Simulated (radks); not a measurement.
Problem. Ionisation of the lutetium ion Lu3+, [Xe] 4f14, to [Xe] 4f13 as the strength of local exchange is varied. All-electron calculation, Dirac Kohn-Sham, Slater X-alpha exchange (alpha = 2/3 is LDA exchange), no correlation, spin-unpolarised, spherical densities, finite nucleus; Fermi nuclear charge, rms radius 5.37 fm. Program: a radial shooting solver on a logarithmic mesh with Libxc functionals.

alpha  E(Lu3+) (hartree)  exchange (hartree)  IE (eV)  -e of the level emptied (eV)  <r> of it (bohr)
0.566        -14518.6799           -241.4122   40.963                30.920 (4f7/2)            0.7392
0.634        -14547.7152           -271.0071   43.250                32.992 (4f7/2)            0.7296
0.667        -14561.8287           -285.4146   44.383                34.024 (4f7/2)            0.7252
0.818        -14626.5986           -351.7154   49.765                38.955 (4f7/2)            0.7061
0.937        -14677.8614           -404.3989   54.225                43.077 (4f7/2)            0.6924
1.021        -14714.1628           -441.8164   57.486                46.107 (4f7/2)            0.6833
x            -14623.5891           -348.6282   49.509                38.719 (4f7/2)            0.7070

Which alpha was used in the last row?

Solution. alpha = 0.811. NIST Atomic Spectra Database: 45.25 eV (semi-empirical). The Delta-SCF value meets it near alpha = 0.69. Spin polarisation and multiplet splitting are left out, so open shells lie too high by an amount that depends on their filling.

Beside tabulated values, note that spin-unpolarised runs miss the spin-polarisation part of the exchange energy of open shells.
